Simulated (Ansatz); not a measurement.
Born–Oppenheimer molecular dynamics of CH3Cl3OSi (9 atoms, charge 0, multiplicity 1). It goes on from the last frame of an earlier run, with new velocities.

The calculation used RKS r2SCAN-D4/STO-3G in Ansatz.

```json
{
  "ensemble": "NVT, Langevin thermostat",
  "time step": "0.5 fs",
  "steps asked": "250",
  "set temperature": "300 K",
  "friction": "0.05 /fs",
  "seed": "971903"
}
```

First frame:

```xyz
9
Properties=species:S:1:pos:R:3
Si -0.106 -0.076 -0.033
O 0.056 -0.323 1.661
C -1.119 -0.303 2.490
H -2.099 -0.596 2.084
H -0.955 -0.941 3.386
H -1.211 0.769 2.985
Cl 1.839 0.206 -0.623
Cl -1.110 1.678 -0.401
Cl -0.997 -1.779 -0.981
```

(1) How far do the bonds stretch over the last three quarters of this one trajectory? (Pairs bonded in most of those frames.)

Results:

(1) 
```json
{"bond": "Si1–O2", "mean (Å)": "1.673", "spread (Å)": "0.040", "shortest": "1.59", "longest": "1.75"}
{"bond": "Si1–Cl7", "mean (Å)": "2.097", "spread (Å)": "0.036", "shortest": "2.06", "longest": "2.16"}
{"bond": "Si1–Cl8", "mean (Å)": "2.095", "spread (Å)": "0.029", "shortest": "2.03", "longest": "2.13"}
{"bond": "Si1–Cl9", "mean (Å)": "2.128", "spread (Å)": "0.039", "shortest": "2.08", "longest": "2.20"}
{"bond": "O2–C3", "mean (Å)": "1.476", "spread (Å)": "0.036", "shortest": "1.41", "longest": "1.55"}
{"bond": "C3–H4", "mean (Å)": "1.110", "spread (Å)": "0.020", "shortest": "1.06", "longest": "1.15"}
{"bond": "C3–H5", "mean (Å)": "1.113", "spread (Å)": "0.021", "shortest": "1.07", "longest": "1.16"}
{"bond": "C3–H6", "mean (Å)": "1.112", "spread (Å)": "0.025", "shortest": "1.07", "longest": "1.17"}
```

Mean temperature of the second half: 279 K. A run of 0.12 ps of so small a system gives no equilibrium averages. Limits of this set-up: minimal basis.

Run time: 24 min on 1 thread of AMD EPYC 7R43 64-Core Processor (Zen 3), on a shared host, peak memory 0.14 GiB.
